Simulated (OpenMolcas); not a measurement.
**neutral niobium: thermal populations, worked from levels**

```
Program             : OpenMolcas 26.06
Basis               : ANO-RCC-VDZP [6s5p3d1f]
Scalar Hamiltonian  : DKH2, point nucleus
Active space        : 5 electrons in 6 orbitals (4d 5s)
State averaging     : 2S+1 = 6 even, 6 roots; 2S+1 = 4 even, 69 roots; 2S+1 = 2 even, 98 roots
Spin-orbit coupling : state interaction with AMFI integrals over the reference wave functions, term energies averaged over their components
```

Methods: CASSCF; MS-CASPT2, IPEA 0.25 Eh, imaginary shift 0.1 Eh (closed shells correlated: 4s 4p). Measured levels: NIST Handbook of Basic Atomic Spectroscopic Data.

**Thermal populations.** Z = Σ (2J + 1) exp(-E/kT) with k = 0.695035 cm-1/K, over the levels below. No other level of either list lies under 4580 cm-1, which is above 7 kT at each temperature.

```json
{"Level": "4d4 5s 6D 1/2", "2J + 1": "2", "MS-CASPT2": "0.0", "measured": "0.0"}
{"Level": "4d4 5s 6D 3/2", "2J + 1": "4", "MS-CASPT2": "148", "measured": "154"}
{"Level": "4d4 5s 6D 5/2", "2J + 1": "6", "MS-CASPT2": "378", "measured": "392"}
{"Level": "4d3 5s2 4F 3/2", "2J + 1": "4", "MS-CASPT2": "496", "measured": "1143"}
{"Level": "4d4 5s 6D 7/2", "2J + 1": "8", "MS-CASPT2": "677", "measured": "695"}
{"Level": "4d3 5s2 4F 5/2", "2J + 1": "6", "MS-CASPT2": "863", "measured": "1587"}
{"Level": "4d4 5s 6D 9/2", "2J + 1": "10", "MS-CASPT2": "1032", "measured": "1050"}
{"Level": "4d3 5s2 4F 7/2", "2J + 1": "8", "MS-CASPT2": "1350", "measured": "2154"}
{"Level": "4d3 5s2 4F 9/2", "2J + 1": "10", "MS-CASPT2": "1930", "measured": "2805"}
```

```json
{"T (K)": "300", "Z, MS-CASPT2": "5.808", "Z, measured levels": "5.197", "Ground level (%), MS-CASPT2": "34.4", "Ground level (%), measured levels": "38.5"}
```

At 300 K, kT = 209 cm-1, and the computed levels give Z = 2.000 + 1.967 + 0.979 + 0.371 + 0.311 + 0.096 + 0.071 + 0.012 + 0.001 = 5.808.

CASPT2 does not keep the components of a term degenerate, so their means are used; among the terms shown or strongly mixed into the levels shown the widest spread is 1300 cm-1 (4d3 5s2 4F, MS-CASPT2). Configurations are named by rounded mean occupations; where the s occupation lies near a half they are strongly mixed, a name can repeat and a true partner stay unpaired. A single d shell beside an s shell can misplace configurations of different d count against each other. Without dynamic correlation excited terms often stand tens of per cent too high (terms of higher spin than the ground term too low), and those without a measured partner can miss by more than the paired ones (holds for CASSCF). Blocks of more than 70 roots (2S+1 = 2 even) ran without multistate coupling (holds for MS-CASPT2). The CASPT2 spread within a term exceeds the gap to the next term for 4d4 5s 6D and 4d3 5s2 4F, so the order of their levels is uncertain, and so are names and mixing where such terms share a J (holds for MS-CASPT2). Measured partners are found by configuration, term and J. A level has none where our copy of the source lacks it or the pairing is in doubt (some pairs that miss far off the trend of their configuration count as doubtful), and it then counts in no deviation. Only configurations of the active space appear.
